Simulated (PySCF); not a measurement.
# Broadened absorption spectrum of (LiOH)3 ring

Compound: (LiOH)3 ring, H3Li3O3.
Z-matrix (Å and degrees, PBE0-D3(BJ)/def2-SVP geometry), rows numbered from 1:
```
Li
O   1  1.7613
Li  2  1.7614  1  104.75
O   3  1.7614  2  134.27  1     0.16
Li  4  1.7609  3  105.02  2    -0.19
O   5  1.7584  4  136.22  3     0.17
H   2  0.9581  1  127.57  3  -179.65
H   4  0.9582  3  127.51  2   179.42
H   6  0.9578  1  128.50  2   179.89
```

Computed with TDDFT CAM-B3LYP/def2-SVPD, vertical, gas phase, core orbitals frozen in the response (PySCF).

Computed states:

```
state  E (eV)       f
   S1    5.94  0.0000
   S2    5.95  0.0001
   S3    6.20   0.179
   S4    6.59   0.092
   S5    6.59   0.090
   S6    6.66  0.0000
   S7    6.80  0.0000
   S8    6.94  0.0000
   S9    6.95  0.0000
  S10    7.30  0.0000
```

Each state is given a Gaussian of 0.25 eV full width at half maximum, with ε(max) = 2.175×10⁸ f / Δν̃ (Δν̃ the width in cm⁻¹). The cross-section is σ = 3.8235×10⁻²¹ ε cm², given in Mb (10⁻¹⁸ cm²). The width is an assumption, not a result. The curve ends short of the highest state used, and states not computed would add to its high-energy end.

Q: What does the envelope look like, and where are its maxima?

A: 
E (eV), σ (Mb) and a bar:
```
     5.56       0.00 
     5.60       0.00 
     5.64       0.00 
     5.68       0.00 
     5.72       0.01 
     5.76       0.02 
     5.80       0.07 
     5.84       0.26 
     5.88       0.81 
     5.92       2.31 #
     5.96       5.76 ##
     6.00      12.53 #####
     6.03      20.47 ########
     6.07      34.83 ##############
     6.11      51.45 #####################
     6.15      65.96 ##########################
     6.19      73.41 #############################
     6.23      71.01 ############################
     6.27      60.01 ########################
     6.31      45.21 ##################
     6.35      32.60 #############
     6.39      26.87 ###########
     6.43      30.06 ############
     6.47      41.15 ################
     6.51      56.20 ######################
     6.55      69.34 ############################
     6.59      75.01 ##############################
     6.63      70.60 ############################
     6.66      61.49 #########################
     6.70      45.18 ##################
```

Maxima: 200 nm (6.20 eV), ε about 19000, made up of S3 (100%); 188 nm (6.59 eV), ε about 20000, made up of S4 (50%) and S5 (50%) (ε in L mol⁻¹ cm⁻¹; maxima over ε = 5, shares over 10%).

Q: On this curve, what absorbance would a 10⁻⁴ mol/L sample give at 193 nm over a 1 cm path?

A: 193 nm is 6.424 eV, where ε is about 7600 L mol⁻¹ cm⁻¹, so A = ε c l ≈ 0.76 (Beer–Lambert, with the gas-phase spectrum and the assumed width).

Q: What would ε be at 6.59 eV, the highest of these maxima, with half the width (0.125 eV)?

A: About 39100 L mol⁻¹ cm⁻¹ against 19600, a factor of about 1.99; a lone state at its own centre would give exactly 2.

Q: Coming from long wavelengths, where does ε first pass 100 L mol⁻¹ cm⁻¹?

A: At about 212 nm (5.85 eV), 0.08 eV below S1.

The vertical ionisation energy (ΔSCF) is 9.79 eV, 2.48 eV above S10.

Hardware: one thread, Arm Neoverse V2, no GPU, shared host. Cost: 34 s of wall time.

One conformer stands for the species.
